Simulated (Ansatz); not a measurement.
Reaction (isomerisation): `O[CH]1C[NH][AlH]1` → `O/C=N/[CH2][AlH2]`

Calculated with Ansatz (gas phase, PBE0-D4/def2-TZVP geometries, no zero-point term in ΔE). CBS: MP2 limit from def2 TZ/QZ plus the TZ coupled-cluster correction, frozen cores. DFT in def2-TZVPP. B3LYP here is the variant with VWN-RPA as its local correlation; programs differ in this. Each species was taken in one conformer, which may not be the lowest.

```tsv
level	ΔE (kJ/mol)
PBE-D4	46.5
B3LYP-D4	39.4
ωB97M-V	53.0
r2SCAN	48.5
```

(1) What does CCSD(T)/CBS give? (Best estimate.)

Largest T1 diagnostic among the species: 0.013.

Answers

(1) The calculation gave: +57.6 kJ/mol. The listed levels differ from it by -11.1, -18.2, -4.6, -9.1 kJ/mol.

The D4 term adds +3.4 kJ/mol with B3LYP and +1.5 kJ/mol with PBE0; it sums over pairs of atoms, weighted by their polarisabilities, and B3LYP, whose exchange is more repulsive, gets the larger term. From PBE to PBE0 (25 % exact exchange), in def2-TZVPP and without D4, ΔE moves by +8.5 kJ/mol.

CCSD(T)/CBS has its own doubt, a few kJ/mol and more with outer-core shells, so smaller differences from it don't rank the levels.
